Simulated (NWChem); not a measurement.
Molecule: C2H4F2Si; SMILES F/C=C(/F)[SiH3]

Computed with NWChem. Medium grid unless said otherwise, to which SCAN and Minnesota functionals are sensitive. All runs use the structure optimised with B3LYP/6-31G* (spherical d). Hybrids' shares of exact exchange are those that their runs print; pure functionals count as 0. The functionals differ in more than this share.

```csv
row,share of exact exchange,orbital gap (eV)
PBE/def2-TZVP,0.00,4.83
r2SCAN/def2-TZVP,0.00,5.26
TPSSh/def2-TZVP,0.10,5.93
B3LYP/def2-TZVP,0.20,withheld
PBE0/def2-TZVP,0.25,7.09
PW6B95/def2-TZVP,0.28,7.26
```

**Question.** Fit a straight line of the last column on the one before it, predict the withheld value, and compare with the run.

**Answer.** 
1. Means of the 5 shown rows: x = 0.126, y = 6.074. Slope Σ(x − x̄)(y − ȳ)/Σ(x − x̄)² = 0.5717/0.07152 = 7.993; intercept 5.067.
2. The shown rows scatter about the line by 0.142 (root mean square); the largest residual is -0.24, at PBE/def2-TZVP.
3. At x = 0.20 (B3LYP/def2-TZVP; inside the shown range) the line gives 6.67.
4. The run gives 6.64, -0.03 from the line, 0.2 times the scatter.
